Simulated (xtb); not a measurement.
xtb input (GFN2-xTB):

```bash
xtb mol.xyz --gfn 2 --sp --chrg 1 --uhf 0
```
mol.xyz:
```
12

C      2.84184525     0.28549340    -0.09654558
C      1.43719036    -0.13264389     0.13210008
O      1.15341167    -1.21067644     0.81160623
O      0.48402332     0.53077532    -0.32113116
Ge    -1.41342362     0.14917822    -0.13982078
H      3.35369926     0.39967402     0.86236277
H      3.36253457    -0.49131932    -0.66355858
H      2.87111980     1.22116695    -0.64600327
H      1.93585966    -1.68411191     1.13893129
H     -1.60121195     0.17425445     1.37165446
H     -1.93651103     1.34390011    -0.91892840
H     -1.52962806    -1.21515545    -0.80732064
```

Output:

```
           -------------------------------------------------
          |                Calculation Setup                |
           -------------------------------------------------

           -------------------------------------------------
          |                 G F N 2 - x T B                 |
           -------------------------------------------------

        Reference                      10.1021/acs.jctc.8b01176
      * Hamiltonian:
        H0-scaling (s, p, d)           1.850000    2.230000    2.230000
        zeta-weighting                 0.500000
      * Dispersion:
        s8                             2.700000
        a1                             0.520000
        a2                             5.000000
        s9                             5.000000
      * Repulsion:
        kExp                           1.500000    1.000000
        rExp                           1.000000
      * Coulomb:
        alpha                          2.000000
        third order                    shell-resolved
        anisotropic                    true
        a3                             3.000000
        a5                             4.000000
        cn-shift                       1.200000
        cn-exp                         4.000000
        max-rad                        5.000000

          ...................................................
          :                      SETUP                      :
          :.................................................:
          :  # basis functions                  33          :
          :  # atomic orbitals                  32          :
          :  # shells                           18          :
          :  # electrons                        30          :
          :  max. iterations                   250          :
          :  Hamiltonian                  GFN2-xTB          :
          :  restarted?                      false          :
          :  GBSA solvation                  false          :
          :  PC potential                    false          :
          :  electronic temp.          300.0000000     K    :
          :  accuracy                    1.0000000          :
          :  -> integral cutoff          0.2500000E+02      :
          :  -> integral neglect         0.1000000E-07      :
          :  -> SCF convergence          0.1000000E-05 Eh   :
          :  -> wf. convergence          0.1000000E-03 e    :
          :  Broyden damping             0.4000000          :
          :  net charge                          1          :
          :  unpaired electrons                  0          :
          ...................................................

 iter      E             dE          RMSdq      gap      omega  full diag
   1    -17.3435424 -0.173435E+02  0.514E+00    5.09       0.0  T
   2    -17.5170849 -0.173543E+00  0.106E+01    2.83       1.0  T
   3    -17.5513793 -0.342944E-01  0.988E+00    3.00       1.0  T
   4    -17.6109898 -0.596105E-01  0.145E+00    3.30       1.0  T
   5    -17.6439142 -0.329244E-01  0.432E-01    3.85       1.0  T
   6    -17.6439384 -0.241639E-04  0.237E-01    3.85       1.0  T
   7    -17.6439418 -0.343108E-05  0.706E-02    3.81       1.0  T
   8    -17.6439485 -0.670608E-05  0.248E-02    3.81       1.2  T
   9    -17.6439490 -0.515876E-06  0.951E-03    3.81       3.0  T
  10    -17.6439491 -0.547393E-07  0.105E-03    3.81      27.4  T
  11    -17.6439491 -0.558278E-08  0.377E-04    3.81      76.5  T
  12    -17.6439491 -0.532957E-09  0.155E-04    3.81     186.0  T

   *** convergence criteria satisfied after 12 iterations ***

         #    Occupation            Energy/Eh            Energy/eV
      -------------------------------------------------------------
         1        2.0000           -0.9686778             -26.3591
       ...           ...                  ...                  ...
         9        2.0000           -0.7207897             -19.6137
        10        2.0000           -0.7051054             -19.1869
        11        2.0000           -0.6771318             -18.4257
        12        2.0000           -0.6708002             -18.2534
        13        2.0000           -0.6612184             -17.9927
        14        2.0000           -0.6140178             -16.7083
        15        2.0000           -0.6105400             -16.6136 (HOMO)
        16                         -0.4704031             -12.8003 (LUMO)
        17                         -0.3627803              -9.8718
        18                         -0.2975759              -8.0975
        19                         -0.2975219              -8.0960
        20                         -0.2558831              -6.9629
       ...                                ...                  ...
        32                          0.8085737              22.0024
      -------------------------------------------------------------
                  HL-Gap            0.1401369 Eh            3.8133 eV
             Fermi-level           -0.5404716 Eh          -14.7070 eV

 SCC (total)                   0 d,  0 h,  0 min,  0.007 sec
 SCC setup                      ...        0 min,  0.000 sec (  1.218%)
 Dispersion                     ...        0 min,  0.000 sec (  1.000%)
 classical contributions        ...        0 min,  0.000 sec (  0.279%)
 integral evaluation            ...        0 min,  0.001 sec ( 14.721%)
 iterations                     ...        0 min,  0.004 sec ( 52.584%)
 molecular gradient             ...        0 min,  0.002 sec ( 28.770%)
 printout                       ...        0 min,  0.000 sec (  1.264%)

         :::::::::::::::::::::::::::::::::::::::::::::::::::::
         ::                     SUMMARY                     ::
         :::::::::::::::::::::::::::::::::::::::::::::::::::::
         :: total energy             -17.499236999445 Eh    ::
         :: gradient norm              0.023470814596 Eh/a0 ::
         :: HOMO-LUMO gap              3.813318948065 eV    ::
         ::.................................................::
         :: SCC energy               -17.643942302529 Eh    ::
         :: -> isotropic ES            0.110367045782 Eh    ::
         :: -> anisotropic ES         -0.005065787486 Eh    ::
         :: -> anisotropic XC          0.003252348766 Eh    ::
         :: -> dispersion             -0.005220060513 Eh    ::
         :: repulsion energy           0.144705303084 Eh    ::
         :: add. restraining           0.000000000000 Eh    ::
         :: total charge               1.000000000000 e     ::
         :::::::::::::::::::::::::::::::::::::::::::::::::::::

           -------------------------------------------------
          |                Property Printout                |
           -------------------------------------------------

    * Orbital Energies and Occupations

         #    Occupation            Energy/Eh            Energy/eV
      -------------------------------------------------------------
         1        2.0000           -0.9686778             -26.3591
       ...           ...                  ...                  ...
         3        2.0000           -0.8738122             -23.7776
         4        2.0000           -0.8565955             -23.3092
         5        2.0000           -0.8353285             -22.7304
         6        2.0000           -0.8057920             -21.9267
         7        2.0000           -0.7783427             -21.1798
         8        2.0000           -0.7637628             -20.7830
         9        2.0000           -0.7207897             -19.6137
        10        2.0000           -0.7051054             -19.1869
        11        2.0000           -0.6771318             -18.4257
        12        2.0000           -0.6708002             -18.2534
        13        2.0000           -0.6612184             -17.9927
        14        2.0000           -0.6140178             -16.7083
        15        2.0000           -0.6105400             -16.6136 (HOMO)
        16                         -0.4704031             -12.8003 (LUMO)
        17                         -0.3627803              -9.8718
        18                         -0.2975759              -8.0975
        19                         -0.2975219              -8.0960
        20                         -0.2558831              -6.9629
        21                         -0.1491874              -4.0596
        22                         -0.1434837              -3.9044
        23                         -0.1136225              -3.0918
        24                         -0.0731132              -1.9895
        25                         -0.0207562              -0.5648
        26                          0.0107176               0.2916
       ...                                ...                  ...
        32                          0.8085737              22.0024
      -------------------------------------------------------------
                  HL-Gap            0.1401369 Eh            3.8133 eV
             Fermi-level           -0.5404716 Eh          -14.7070 eV

     #   Z          covCN         q      C6AA      α(0)
     1   6 C        3.752    -0.173    23.941     6.977
     2   6 C        2.718     0.368    20.755     7.458
     3   8 O        1.660    -0.274    18.562     5.816
     4   8 O        1.600    -0.221    17.708     5.679
     5  32 Ge       3.571     0.216   168.323    23.343
     6   1 H        0.924     0.138     1.476     1.900
     7   1 H        0.924     0.141     1.453     1.885
     8   1 H        0.925     0.135     1.495     1.912
     9   1 H        0.804     0.381     0.522     1.135
    10   1 H        0.932     0.091     1.869     2.137
    11   1 H        0.933     0.107     1.721     2.051
    12   1 H        0.932     0.091     1.870     2.138

 Mol. C6AA /au·bohr⁶  :       1527.639190
 Mol. C8AA /au·bohr⁸  :      58163.516869
 Mol. α(0) /au        :         62.431608

Wiberg/Mayer (AO) data.
largest (>0.10) Wiberg bond orders for each atom

 ---------------------------------------------------------------------------
     #   Z sym  total        # sym  WBO       # sym  WBO       # sym  WBO
 ---------------------------------------------------------------------------
     1   6 C    3.962 --     2 C    1.045     8 H    0.967     6 H    0.928
                             7 H    0.923
     2   6 C    3.885 --     4 O    1.500     3 O    1.269     1 C    1.045
     3   8 O    2.365 --     2 C    1.269     9 H    0.832     4 O    0.133
     4   8 O    2.475 --     2 C    1.500     5 Ge   0.694     3 O    0.133
     5  32 Ge   3.218 --    11 H    0.807    12 H    0.804    10 H    0.804
                             4 O    0.694
     6   1 H    0.981 --     1 C    0.928
     7   1 H    0.980 --     1 C    0.923
     8   1 H    0.982 --     1 C    0.967
     9   1 H    0.855 --     3 O    0.832
    10   1 H    0.992 --     5 Ge   0.804
    11   1 H    0.988 --     5 Ge   0.807
    12   1 H    0.992 --     5 Ge   0.804
 ---------------------------------------------------------------------------

Topologies differ in total number of bonds
Writing topology from bond orders to xtbtopo.mol

molecular dipole:
                 x           y           z       tot (Debye)
 q only:        1.661      -0.552       0.393
   full:        1.922      -0.613       0.439       5.247
molecular quadrupole (traceless):
                xx          xy          yy          xz          yz          zz
 q only:       17.470      -4.715      -7.772       3.818      -2.484      -9.697
  q+dip:       16.114      -6.424      -7.343       4.817      -2.076      -8.770
   full:       17.978      -5.938      -8.490       4.580      -1.579      -9.487

           -------------------------------------------------
          | TOTAL ENERGY              -17.499236999445 Eh   |
          | GRADIENT NORM               0.023470814596 Eh/α |
Note: The following floating-point exceptions are signalling: IEEE_UNDERFLOW_FLAG IEEE_DENORMAL
normal termination of xtb
          | HOMO-LUMO GAP               3.813318948065 eV   |
           -------------------------------------------------

------------------------------------------------------------------------
------------------------------------------------------------------------
 total:
 SCF:
```

It need not be the lowest isomer of its formula.
